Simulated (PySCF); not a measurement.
Species: C2H5NSSi.
Atom-mapped SMILES: `[N:1]#[C:2][CH2:3][S:4][SiH3:5]` (hydrogens: H6, H7 on C3; H8, H9, H10 on Si5)

The same species was optimised twice, with GFN2-xTB and with PBE0-D3(BJ)/def2-SVP (PySCF), and the same property calculations (PySCF, gas phase) were run on both structures.

| coordinate | GFN2-xTB | PBE0-D3(BJ)/def2-SVP | change |
| --- | --- | --- | --- |
| Si5–H8 (Å) | 1.450 | 1.489 | +0.039 |
| Si5–H10 (Å) | 1.454 | 1.490 | +0.036 |
| Si5–H9 (Å) | 1.460 | 1.494 | +0.034 |
| C2–C3 (Å) | 1.432 | 1.454 | +0.022 |
| N1≡C2 (Å) | 1.144 | 1.157 | +0.013 |
| C3–H6 (Å) | 1.091 | 1.101 | +0.010 |
| C3–H7 (Å) | 1.091 | 1.100 | +0.009 |
| C3–S4 (Å) | 1.842 | 1.833 | -0.009 |
| S4–Si5 (Å) | 2.154 | 2.155 | +0.001 |
| S4–Si5–H9 (°) | 106.0 | 109.8 | +3.8 |
| H8–Si5–H10 (°) | 114.7 | 111.1 | -3.6 |
| S4–Si5–H10 (°) | 108.5 | 111.6 | +3.1 |
| C2–C3–S4 (°) | 110.6 | 113.7 | +3.1 |
| H6–C3–H7 (°) | 110.1 | 107.5 | -2.6 |
| H8–Si5–H9 (°) | 113.4 | 110.9 | -2.5 |
| H9–Si5–H10 (°) | 111.6 | 109.5 | -2.1 |
| S4–Si5–H8 (°) | 101.8 | 103.9 | +2.1 |
| C2–C3–S4–Si5 (°) | 61 | 64 | +3 |

Rotational constants: A = 4746, B = 2186, C = 1647 MHz (GFN2-xTB) against A = 4803, B = 2065, C = 1583 MHz (PBE0-D3(BJ)/def2-SVP). Point groups within 0.08 Å: C1 and C1.

On the GFN2-xTB structure: lowest singlet, TDDFT (eV) 5.48 [CAM-B3LYP/def2-SVPD]; isotropic polarisability (au) 73.8 [CAM-B3LYP/def2-SVPD]; HOMO (eV) -8.82 [CAM-B3LYP/def2-SVPD]; LUMO (eV) 0.41 [CAM-B3LYP/def2-SVPD]; dipole (D) 3.03 [CAM-B3LYP/def2-SVPD].

Problem. What do these properties become on the PBE0-D3(BJ)/def2-SVP structure?

Solution. 
```csv
property,level,on GFN2-xTB,on PBE0-D3(BJ)/def2-SVP,change
"lowest singlet, TDDFT (eV)",CAM-B3LYP/def2-SVPD,5.48,5.55,+0.07
isotropic polarisability (au),CAM-B3LYP/def2-SVPD,73.8,75.5,+1.7
HOMO (eV),CAM-B3LYP/def2-SVPD,-8.82,-8.98,-0.16
LUMO (eV),CAM-B3LYP/def2-SVPD,0.41,0.38,-0.03
dipole (D),CAM-B3LYP/def2-SVPD,3.03,3.15,+0.12
"energy, GFN2-xTB geometry as zero (kcal/mol)",CAM-B3LYP/def2-SVPD,0.0,-1.8,-1.8
```

The heavy atoms differ by 0.058 Å rms after alignment. Among all bonds Si5–H8 changes most (+0.039 Å). Changes are differences of the printed values. Neither structure is proved a minimum here.

Conformer computed: `[N:1]#[C:2][CH2:3][S:4][SiH3:5]`: C2–C3–S4–Si5 64°.
